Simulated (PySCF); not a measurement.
Species: C2H9OSi2 (doublet state).
Geometry (GFN2-xTB, Å), atoms numbered from 1 in this order:
```
atom  x, y, z in Å
C1     1.8287   -0.1756    1.4600
O2     0.6867    0.1693    0.7263
C3     0.8956    0.2289   -0.6721
Si4   -0.8436    0.6883   -1.3264
Si5   -2.4456   -0.0703    0.1146
H6     2.2024   -1.1661    1.1683
H7     2.6319    0.5579    1.3115
H8     1.5403   -0.1908    2.5098
H9     1.6796    0.9596   -0.9108
H10    1.2436   -0.7465   -1.0455
H11   -0.8029    0.3589   -2.7659
H12   -2.4721    0.7728    1.3130
H13   -2.4031   -1.4645    0.5819
H14   -3.7422    0.0776   -0.5614
```

The hyperfine couplings belong to this conformer and change with its torsions.

The species is `[SiH]([SiH3])COC` [radical].

Theory: UKS B3LYP, pcH-1 on C H O Si, non-relativistic, mean-field spin-orbit, GIAO (PySCF). Geometry: GFN2-xTB, one conformer, isolated molecule. Couplings are sensitive to structure, and on GFN2-xTB geometries they can be far from those on DFT ones, by a factor of two or more for some ions and for spin on atoms past the first row. No stability test was run, so a lower SCF solution isn't excluded.

(1) Predict the first-order ENDOR lines of H9/H10, H12/H13/H14 and H11 under fast tumbling at B = 342.4 mT (X band).

(2) Which pairs are centred on the nuclear Larmor frequency, and which on half the coupling?

(3) At what field would the lower line of H9/H10 fall to zero frequency?

## Answers

(1) For S = 1/2 in fast tumbling each set of equivalent nuclei gives two lines, ν± = |νn ± a/2| to first order, with νn = g_N μN B/h and μN/h = 7.62259 MHz/T.

```csv
nuclei,isotope,g_N,νn (MHz),a_iso (MHz),lower line (MHz),upper line (MHz)
H9/H10,1H,5.5857,14.58,33.33,2.09,31.24
H12/H13/H14,1H,5.5857,14.58,26.20,1.48,27.68
H11,1H,5.5857,14.58,16.97,6.09,23.06
```

(2) Centred on νn, since |a| < 2νn: H12/H13/H14 and H11. Centred on |a|/2 and split by 2νn: H9/H10.

(3) Where νn = |a|/2, that is B = 16.66 MHz/(5.5857 × 7.62259 MHz/T) = 391 mT, as far as first order holds there.

Means are taken over nuclei equivalent by connectivity, which assumes that they swap fast. The three 1H nuclei of mean +26.2 MHz run from -3.4 to 75.0 MHz in the frozen geometry. The 1H value of +33.3 MHz is a mean of couplings from 19.3 to 47.3 MHz in this one geometry, not an average over conformers.

The largest Mulliken spin population is on Si4 (+0.97). The angles at Si4 add up to 338.8°, so it is pyramidal.
